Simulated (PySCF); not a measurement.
Si(Cl)3(NH2) (Cl₃H₂NSi), SMILES N[Si](Cl)(Cl)Cl. Atoms are numbered in the order given.

```xyz
7

N      1.9560     0.2823     0.0000
Si     0.2761     0.0324     0.0000
Cl    -0.5037     0.8942     1.6964
Cl    -0.5037     0.8942    -1.6964
Cl    -0.3197    -1.9486     0.0000
H      2.5007     0.1462     0.8457
H      2.5007     0.1462    -0.8457
```

Geometry: B3LYP-D3(BJ)/def2-SVP. Other conformers were not sampled.

Method: PySCF with KT2/pcSseg-1.

GIAO shieldings, no solvent; atoms listed in one row are averaged. δ = σ(ref) − σ: ¹⁵N against NH3 (σ = 266.2 ppm); ²⁹Si against TMS (σ = 361.9 ppm); ³⁵Cl against HCl (σ = 945.4 ppm); ¹H against TMS (σ = 31.47 ppm), references at their B3LYP-D3(BJ)/def2-TZVP geometries, non-relativistic (without spin–orbit terms, shifts of atoms bonded to Cl or Br come out too high).

Computed chemical shifts:
```
nucleus     atoms  count  δ (ppm)
-------  --------  -----  -------
¹⁵N            N1      1     61.5
²⁹Si          Si2      1      3.6
³⁵Cl          Cl5      1    221.3
³⁵Cl     Cl3, Cl4      2    160.3
¹H         H6, H7      2     2.03
```
